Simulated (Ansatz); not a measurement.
Consider the formal exchange of groups at the Al–S bond: `C[S][AlH][F]` + GeH₄ → `[F][AlH][GeH3]` + CH₃SH.

Computed with Ansatz on PBE0-D4/def2-TZVP structures; ΔE is electronic, products minus reactants. CCSD(T)/CBS is the MP2 limit (def2-TZVPP, def2-QZVPP) plus CCSD(T) − MP2 in def2-TZVPP, frozen cores. This one scheme is used for every species. DFT in def2-TZVPP. B3LYP here is the variant with VWN-RPA as its local correlation; programs differ in this. For Ge outer-core shells are correlated without core-valence functions, which leaves a few kJ/mol of doubt a bond. Scalar relativity is left out up to krypton. Each species was taken in one conformer, which may not be the lowest.

| level | ΔE (kJ/mol) |
| --- | --- |
| B3LYP-D4 | 82.0 |
| r2SCAN0-D4 | 85.5 |
| PBE | 74.9 |
| r2SCAN0 | 84.9 |
| MP2/def2-SVP | 91.3 |
| CCSD/def2-TZVPP | 81.1 |
| HF/def2-QZVPP | 85.8 |
| CCSD/CBS(def2) | 81.6 |

(1) What does CCSD(T)/CBS give? (An estimate is asked.)

Largest T1 diagnostic among the species: 0.013.

Results:

(1) Computed: +83.2 kJ/mol. The listed levels differ from it by -1.2, 2.3, -8.3, 1.7, 8.1, -2.1, 2.6, -1.6 kJ/mol.

From BLYP to BHLYP (50 % exact exchange), in def2-TZVPP and without D4, ΔE moves by +6.7 kJ/mol. Leaving LDA and LC-ωPBE aside and taking each functional with its dispersion term where it has one, the values, not all of them listed here, spread over 14.3 kJ/mol, from PBE-D4 to B97M-V. LDA lies +3.8 kJ/mol from PBE without D4. The D4 term adds +3.5 kJ/mol with B3LYP and +1.8 kJ/mol with PBE0; it sums over pairs of atoms, weighted by their polarisabilities, and B3LYP, whose exchange is more repulsive, gets the larger term.
